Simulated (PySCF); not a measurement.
**Excitation energy of Te²⁺ by level of theory**

Te²⁺ [Kr] 4d10 5s2 5p2 (3P) → Te²⁺ [Kr] 4d10 5s1 5p3 (5S), as a difference of total energies. Calculation: PySCF 2.14, in cc-pVQZ-PP with ECP28MDF (6s6p4d2f1g, 67 functions); scalar relativity through the core potential. Correlated levels: valence: 4s2 4p6 4d10 frozen. The calculations carry no spin-orbit coupling.

```tsv
method	excitation energy (eV)
UHF	5.358
MP2 (valence)	6.292
SCS-MP2 (valence)	6.699
CCSD (valence)	6.488
CCSD(T) (valence)	6.521
```

Task: How much does correlation contribute at CCSD(T) (valence)?

Result: 6.521 − (5.358) = 1.163 eV, measured against UHF.
